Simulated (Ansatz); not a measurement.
ReO₂⁺: single points at one geometry.

```yaml
crystal:
  periodic: [false, false, false]
  atoms:
    - {symbol: Re, position_ang: [-0.414017, -0.536766, -0.020847]}
    - {symbol: O, position_ang: [1.227008, -0.517722, -0.005704]}
    - {symbol: O, position_ang: [-0.812991, 1.054488, 0.026551]}
basis:
  gaussian: {orbitals: def2-TZVP, initial_orbitals: start.molden}
total_charge: 1
magnetization: {spin_polarized: true, initial_magnetization: 0}
hamiltonian: {xc: pbe0, dispersion: d4}
output: {orbitals: {seedname: orbitals}}
```

The file start.molden holds the orbitals of an earlier run on this structure, at another level or in another basis.

```sh
$ ansatz run in.yaml --threads 4 --pin off --events-out ev --progress --plain --max-ram 3916MiB
```

Shortened log:

```
Functional definition: PBE0
697 factors; their error is unknown
mean field evaluation 1: about -6209.5292 eV, gradient 9.6e1 eV
mean field evaluation 2: about -6211.7794 eV, gradient 2.2e0 eV
mean field evaluation 4: about -6211.8229 eV, gradient 1.2e-1 eV
mean field evaluation 8: about -6211.8230 eV, gradient 2.4e-5 eV
mean field evaluation 16: about -6211.5823 eV, gradient 9.4e-1 eV
mean field evaluation 32: about -6211.6722 eV, gradient 6.3e-1 eV
mean field -6211.82299646 eV, -228.2802845951 hartree, gradient 2.4e-5 eV, S^2 0.751021; 5 other end points of the search recorded, 0 dependent functions left out
reference -6211.82302186 eV, -228.2802855284 hartree; 15, 15 occupied and 87, 87 virtual orbitals, 697 factors
Total energy: -6211.86154858 eV, -228.2817013594 hartree
```

It took 3.2 s on 4 threads of Arm Neoverse V2 on a shared host.

As the first input, with `hamiltonian: {xc: r2scan, dispersion: d4}`, `scf: {omitted_lower_state_checks: [starts]}` (abridged; 2.5 s):

```
Functional definition: r2SCAN
mean field -6216.15997271 eV, -228.4396655325 hartree, gradient 2.3e-5 eV, S^2 0.797733
Total energy: -6216.16919353 eV, -228.4400043914 hartree
Checks for a lower state left out: starts
```

As the first input, with `hamiltonian: {xc: pbe, dispersion: d4}`, `scf: {omitted_lower_state_checks: [starts]}` (abridged; 1.1 s):

```
Functional definition: PBE
mean field -6214.50342296 eV, -228.3787884520 hartree, gradient 2.5e-5 eV, S^2 0.635334
Total energy: -6214.54988766 eV, -228.3804959982 hartree
Checks for a lower state left out: starts
```

Geometry: PBE0-D4/def2-TZVP, that of the charge +1 singlet.

In the def2 sets Re takes a core potential; there is no spin–orbit coupling. At PBE0-D4/def2-TZVP, r2SCAN-D4/def2-TZVP, PBE-D4/def2-TZVP the unrestricted singlet has broken spin symmetry (⟨S²⟩ up to 0.80). At PBE0-D4/def2-TZVP a triplet of charge 1 lies 0.21 eV below the unrestricted singlet, which stands at the restricted singlet's geometry. The structure comes from a short search, and lower isomers may exist.
